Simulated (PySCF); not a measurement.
Isobutyl formate, C5H10O2.
Numbering: `[CH3:1][CH:2]([CH3:3])[CH2:4][O:5][CH:6]=[O:7]` (hydrogens: H8, H9, H10 on C1; H11 on C2; H12, H13, H14 on C3; H15, H16 on C4; H17 on C6)

Method: PBE0-D3(BJ)/def2-SVP geometry optimisation, gas phase (PySCF 2.14.0).

**Question.** What internal coordinates does the optimisation give?

**Answer.** 
```
                  bond  length (pm)
          C1–C2, C2–C3        152.3
                 C2–C4        152.2
                 C4–O5        142.9
                 O5–C6        133.0
                 C6=O7        119.8
C1–H8 and 5 like bonds        110.1
                C2–H11        110.4
        C4–H15, C4–H16        110.0
                C6–H17        111.0
```

Bonds in one row agree within 1 pm and their mean is given. A selection of angles:
```
     angle  degrees
  C2–C1–H8    111.4
  H8–C1–H9    108.1
  C1–C2–C3    112.0
  C1–C2–C4    111.6
 C1–C2–H11    108.8
  C3–C2–C4    109.4
 C3–C2–H11    108.1
 C4–C2–H11    106.7
  C2–C4–O5    112.3
 C2–C4–H15    110.4
 C2–C4–H16    110.7
 O5–C4–H15    109.0
 O5–C4–H16    105.1
H15–C4–H16    109.2
  C4–O5–C6    116.9
  O5–C6–O7    126.0
 O5–C6–H17    109.1
 O7–C6–H17    124.9
```

Dihedral angles: C1–C2–C4–O5 -58° (synclinal); C2–C4–O5–C6 -85° (synclinal); C4–O5–C6–O7 0° (synperiplanar). The mirror-image conformer, all signs reversed, is as good.

The C–O distances run from 1.198 Å (C6=O7, drawn double) to 1.429 Å (C4–O5, drawn single), a spread of 0.231 Å. Of the pairs four or more bonds apart, O7···H15 is among the closest relative to their van der Waals radii: 2.41 Å, 89 % of the sum of Bondi's values. All 3 C–C bonds measure 1.522 to 1.524 Å.

Point group: C1 (no symmetry element, even within 0.4 Å). Whether it is a minimum is left open (no frequencies). The numbers are those of one conformer.

Time: 52 s. Hardware: Arm Neoverse V2, one thread, no GPU, shared host. That covers the optimisation of the geometry.
